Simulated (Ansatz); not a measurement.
Z-matrix (Å, degrees):
```
C
O 1 1.408
H 1 1.096 2 111.3
H 1 1.091 2 108.4 3 119.1
H 1 1.097 2 111.7 3 -121.4
Si 2 1.640 1 124.0 3 78.1
N 6 1.736 2 118.8 1 -73.6
H 6 1.481 2 105.8 1 167.3
H 6 1.491 2 109.5 1 46.0
H 7 1.020 6 118.3 2 2.2
```

Charge 0, multiplicity 2.

**Question.** List the B3LYP/def2-TZVPP orbital energies in eV (Ansatz 0.2.0). (Estimate.)

**Answer.** Ansatz gave: α occupied: -1799.53, -520.66, -390.12, -278.38, -143.96, -99.31, -99.28, -99.27, -27.93, -22.93, -19.03, -14.98, -13.17, -12.70, -12.62, -10.85, -10.34, -9.33, -8.71, -8.20, -7.94. α empty: 0.47, 0.75, 1.42, 1.66, 2.45, 2.74, 3.00, 3.26. β occupied: -1799.54, -520.66, -389.63, -278.38, -143.97, -99.32, -99.29, -99.28, -27.93, -21.58, -19.01, -14.88, -13.01, -12.69, -12.60, -10.56, -9.81, -9.09, -8.51, -7.61. β empty: -3.81, 0.53, 0.82, 1.45, 1.72, 2.57, 2.76, 3.12. ⟨S²⟩ = 0.754.

B3LYP here is the variant with VWN-RPA as its local correlation; programs differ in this.
